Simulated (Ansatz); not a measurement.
`[NH2][In]([NH2])[Cl]` + HCl → `[NH2][In]([Cl])[Cl]` + NH₃ at 500 K and 1 bar (ligand exchange at the In–N bond).

Gas-phase electronic energies from Ansatz, PBE0-D4/def2-TZVP geometries. CBS: MP2 limit from def2 TZ/QZ plus the TZ coupled-cluster correction, frozen cores. This one scheme is used for every species. Elements past krypton have def2 core potentials. For In outer-core shells are correlated without core-valence functions, which leaves a few kJ/mol of doubt a bond. One conformer a species, not always the lowest.

| species | CCSD(T)/CBS energy (Eh) | H − E (kJ/mol) | S (J/(mol·K)) |
| --- | --- | --- | --- |
| `[NH2][In]([NH2])[Cl]` | -761.47968 | 179.4 | 412.4 |
| HCl | -460.38127 | 32.5 | 201.9 |
| `[NH2][In]([Cl])[Cl]` | -1165.39137 | 111.2 | 407.1 |
| NH₃ | -56.50880 | 108.2 | 211.8 |

H − E and S are ideal-gas, rigid-rotor, harmonic terms from PBE0-D4/def2-TZVP, for one conformer and one mirror image of each species. 1 Eh = 2625.50 kJ/mol, R = 8.31446 J/(mol·K).

Q: By hand: ΔE, ΔH, ΔS and ΔG.

A: ΔE = (-1165.39137) + (-56.50880) − (-761.47968) − (-460.38127) = -0.03922 Eh = -103.0 kJ/mol. Δ(H − E) = 111.2 + 108.2 − 179.4 − 32.5 = 7.5, so ΔH = -95.5 kJ/mol. ΔS = 407.1 + 211.8 − 412.4 − 201.9 = 4.6 J/(mol·K). ΔG = -95.5 − 500 × (4.6)/1000 = -97.8 kJ/mol.

Q: By hand: the equilibrium constant, and the temperature at which ΔG would vanish if ΔH and ΔS stayed fixed.

A: log₁₀ K = −ΔG/(RT ln 10) = 10.2. ΔH and −TΔS have one sign here, so there is no such temperature.

The number of gas molecules stays the same, so ΔS is small and ΔH decides. A doubt of 5 kJ/mol in ΔE shifts log₁₀ K by 0.5 here. Other conformers and mirror images would add mixing entropy, several J/(mol·K) or more a flexible species. These are equilibria of isolated gas molecules and say nothing of rates. Largest T1 diagnostic: 0.014 (customary marks: 0.02 for closed shells, 0.045 for open ones).

ΔS is within the doubt of such terms, so its sign, and with it that verdict, could turn.
